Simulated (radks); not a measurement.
Results of a calculation; reference values are marked as such.
Trend from Sc to Zn: ionisation energy by Delta-SCF between NIST ground configurations, and size. Code: a radial shooting solver on a logarithmic mesh with Libxc functionals. Model: Dirac Kohn-Sham, PBE, spin-unpolarised, spherical densities, finite nucleus; open shells fill j = l - 1/2 first; Fermi nuclear charge, rms radius of each element as measured or else 0.836 A^(1/3) + 0.57 fm.

| species | configuration | configuration of the ion | IE (eV) | NIST (eV) | kind | -e(HOMO) (eV) | outermost | <r> outermost (bohr) | r at 0.001 e/bohr^3 (bohr) |
|---|---|---|---|---|---|---|---|---|---|
| Sc | [Ar] 3d1 4s2 | [Ar] 3d1 4s1 | 6.895 | 6.561 | exp. | 3.246 (3d3/2) | 4s1/2 | 3.72 | 4.97 |
| Ti | [Ar] 3d2 4s2 | [Ar] 3d2 4s1 | 7.344 | 6.828 | exp. | 4.274 (3d3/2) | 4s1/2 | 3.51 | 4.84 |
| V | [Ar] 3d3 4s2 | [Ar] 3d4 | 7.176 | 6.746 | exp. | 4.698 (4s1/2) | 4s1/2 | 3.35 | 4.73 |
| Cr | [Ar] 3d5 4s1 | [Ar] 3d5 | 6.896 | 6.767 | exp. | 2.856 (3d5/2) | 4s1/2 | 3.44 | 4.49 |
| Mn | [Ar] 3d5 4s2 | [Ar] 3d5 4s1 | 8.412 | 7.434 | exp. | 5.103 (4s1/2) | 4s1/2 | 3.10 | 4.54 |
| Fe | [Ar] 3d6 4s2 | [Ar] 3d6 4s1 | 8.726 | 7.902 | exp. | 5.289 (4s1/2) | 4s1/2 | 2.99 | 4.46 |
| Co | [Ar] 3d7 4s2 | [Ar] 3d8 | 6.561 | 7.881 | exp. | 5.467 (4s1/2) | 4s1/2 | 2.89 | 4.38 |
| Ni | [Ar] 3d8 4s2 | [Ar] 3d9 | 6.421 | 7.640 | exp. | 5.641 (4s1/2) | 4s1/2 | 2.81 | 4.31 |
| Cu | [Ar] 3d10 4s1 | [Ar] 3d10 | 8.149 | 7.726 | exp. | 4.610 (4s1/2) | 4s1/2 | 2.94 | 4.10 |
| Zn | [Ar] 3d10 4s2 | [Ar] 3d10 4s1 | 9.889 | 9.394 | exp. | 5.978 (4s1/2) | 4s1/2 | 2.65 | 4.19 |

Reference values: NIST Atomic Spectra Database (measured). Spin polarisation and multiplet splitting are left out, so open shells lie too high by an amount that depends on their filling.

Beside tabulated values, note that spin-unpolarised runs miss the spin-polarisation part of the exchange energy of open shells.
